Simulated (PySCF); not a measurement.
A GIAO shielding run with PySCF (density fitting, non-relativistic, gas phase) on `ClC[C@@H](C[Si@@H](CC)F)C`, C6H14ClFSi:

```
$ OMP_NUM_THREADS=1 python probes_run.py task.json out

{"job": {"kind": "nmr", "xc": "PBE0", "basis": "pcSseg-1"}, "charge": 0, "multiplicity": 1}
C      3.299120     0.873612     0.225670
C      2.650848    -0.449731     0.620927
Si     1.048686    -0.818042    -0.324355
F      0.593203    -2.323926     0.091545
C     -0.373907     0.332193     0.195501
C     -1.773390    -0.269897     0.032376
C     -2.841088     0.708146     0.519742
C     -2.053295    -0.696074    -1.403302
Cl    -1.823825     0.643028    -2.554870
H      4.223870     1.029910     0.777749
H      3.531329     0.884759    -0.836394
H      2.632806     1.707077     0.434855
H      2.461364    -0.444429     1.696454
H      3.359720    -1.259517     0.441841
H      1.255603    -0.917958    -1.765048
H     -0.327693     1.260939    -0.374505
H     -0.253236     0.612510     1.244521
H     -1.830786    -1.185419     0.632561
H     -2.661007     0.983936     1.555959
H     -2.828079     1.611484    -0.086135
H     -3.830751     0.261138     0.452016
H     -3.086476    -1.025387    -1.517620
H     -1.377767    -1.491368    -1.714432
```

Hardware: 1 thread of an Arm Neoverse N1, shared host. The job also computes population analyses, field gradients.

Problem. How large is the calculation?

Solution. 90 electrons, 237 basis functions and 1273 auxiliary functions.

Problem. How long does it take, and how much memory does it need?

Solution. 97 s of wall time, with 12 SCF cycles and 4 response iterations; peak memory 1.1 GiB. Times on a shared host scatter by some tens of per cent.
